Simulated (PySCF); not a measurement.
CH$_{4}$NOSi (calculated)

Calculation on a computer-drawn molecule: optimised geometry and harmonic frequencies of an isolated molecule of the commonest isotopes, restricted reference for singlets and unrestricted otherwise, frozen core in MP2. Program: PySCF 2.14.0.

```yaml
- formula: CH4NOSi
  start_structure:
    atoms_angstrom:
      - [C, -1.625, 1.2721, 1.4227]
      - [O, -0.7241, 0.656, 0.7587]
      - [Si, -0.6046, -0.8137, 0.1026]
      - ["N", -1.837, -1.8399, 0.0185]
      - [H, -2.6502, 0.8137, 1.541]
      - [H, -1.4422, 2.2278, 1.7909]
      - [H, 0.8461, -0.6728, -0.3181]
      - [H, -1.8001, -2.7138, -0.3998]
  given:
    charge: 0
    multiplicity: 2
    method: HF
    basis: "cc-pV(D+d)Z"
    drawn_bonds_atom: [1, 2, 3, 1, 1, 3, 4]
    drawn_bonds_other_atom: [2, 3, 4, 5, 6, 7, 8]
    drawn_bonds_order: [1, 1, 2, 1, 1, 1, 1]
  results:
    "total_energy [hartree]": null
    spin_squared: null
```

Question: What total energy does the calculation give for CH$_{4}$NOSi?
Answer: -458.4026 hartree

Question: CH$_{4}$NOSi: spin squared?
Answer: 0.7598

Further results for CH$_{4}$NOSi:

| Quantity | Value |
| --- | --- |
| rotational constants | 15.98, 4.431, 3.473 GHz |
| convergence status largest gradient component | 2.208e-05 hartree/bohr |

Optimised structure:
```xyz
8
CH4NOSi
C     -1.6652     1.2121     1.5487
O     -0.6241     0.6811     0.8347
Si    -0.5541    -0.7638     0.1008
N     -1.7805    -1.7256     0.0613
H     -2.6300     0.7333     1.4492
H     -1.5706     2.2730     1.7284
H      0.8059    -0.8540    -0.4351
H     -1.8185    -2.6267    -0.3715
```

Modes:
```
frequency (cm⁻¹)  reduced mass (dalton)
           154.4                  1.152
           184.8                   3.53
           204.2                   2.94
           433.4                  2.926
           571.6                  1.504
           607.6                  1.212
           635.7                   1.22
           686.7                  1.299
           811.6                  5.359
             943                  1.181
            1253                  1.445
            1270                  5.759
            1326                   5.25
            1569                   1.11
            2407                  1.045
            3291                  1.044
            3439                  1.127
            3873                   1.08
```
